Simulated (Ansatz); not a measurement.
`CC(C)[CH2][Ge]([Cl])([Cl])[Cl]` + HCl → `CC(C)CCl` + `[Cl][GeH]([Cl])[Cl]`  (substitution at a C–Ge bond)

Calculated with Ansatz (gas phase, PBE0-D4/def2-TZVP geometries, no zero-point term in ΔE). CBS: MP2 limit from def2 TZ/QZ plus the TZ coupled-cluster correction, frozen cores. This one scheme is used for every species. Functionals use def2-TZVPP. HSE06 is defined as in plane-wave codes. For Ge outer-core shells are correlated without core-valence functions, which leaves a few kJ/mol of doubt a bond. Scalar relativity is left out up to krypton. One conformer a species, not always the lowest.

```tsv
level	ΔE (kJ/mol)	difference from CCSD(T)/CBS
LDA (SPW92)	62.0	-8.2
PBE-D4	63.2	-7.0
PBE0-D4	64.5	-5.7
r2SCANh-D4	64.1	-6.1
r2SCAN0-D4	64.4	-5.8
PBE-QIDH	65.0	-5.2
PBE	53.1	-17.1
PBE0	54.9	-15.3
r2SCAN0	60.0	-10.2
HSE06	54.8	-15.4
CAM-B3LYP	52.1	-18.1
MP2/def2-SVP	73.1	2.9
SCS-MP2/def2-TZVPP	69.7	-0.5
CCSD(T)/def2-TZVPP	72.6	2.4
MP2/def2-QZVPP	76.0	5.8
HF/CBS(def2)	42.0	-28.2
CCSD(T)/CBS	70.2	0
```

Largest T1 diagnostic among the species: 0.009.

The D4 term adds +15.6 kJ/mol with B3LYP and +9.6 kJ/mol with PBE0; it sums over pairs of atoms, weighted by their polarisabilities, and B3LYP, whose exchange is more repulsive, gets the larger term. From BLYP to BHLYP (50 % exact exchange), in def2-TZVPP and without D4, ΔE moves by +4.5 kJ/mol.

CCSD(T)/CBS has its own doubt, a few kJ/mol and more with outer-core shells, so smaller differences from it don't rank the levels.

B3LYP here is the variant with VWN-RPA as its local correlation; programs differ in this.
